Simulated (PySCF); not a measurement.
Constitutional and geometric isomers with formula C2H4S3. Isolated molecules, 0 K electronic values unless said otherwise. One relaxed conformer stands for each flexible species; it need not be the lowest. Strings in code marks are SMILES.

The S1–T1 gap (TDA) from two functionals at the same geometries (PBE0-D3(BJ)/def2-TZVP), both in PySCF: PBE-D3(BJ)/def2-TZVP and PBE0-D3(BJ)/def2-TZVP. Excitations are Tamm–Dancoff values on a coarser integration grid. The basis has no diffuse functions, so Rydberg states are missing or too high.

| species | PBE-D3(BJ)/def2-TZVP (eV) | PBE0-D3(BJ)/def2-TZVP (eV) |
|---|---|---|
| `C=C(S)SS` | 0.38 | 0.84 |
| `S=CCSS` | 0.53 | 0.56 |
| `C(=S)(CS)S` | 0.42 | 0.45 |
| `S/C=C/SS` | 0.81 | 1.05 |
| `S/C=C\SS` | 0.66 | 0.92 |
| `SC1SCS1` (H–S–C–S torsion 94°) | 0.30 | 0.40 |
| `SC(=CS)S` | 0.59 | 1.04 |

Over these rows, drawn at random from the members with no instability flagged (it was tested for open shells, ions and some series alone), PBE minus PBE0-D3(BJ): mean -0.22 eV, from -0.46 eV to -0.03 eV.
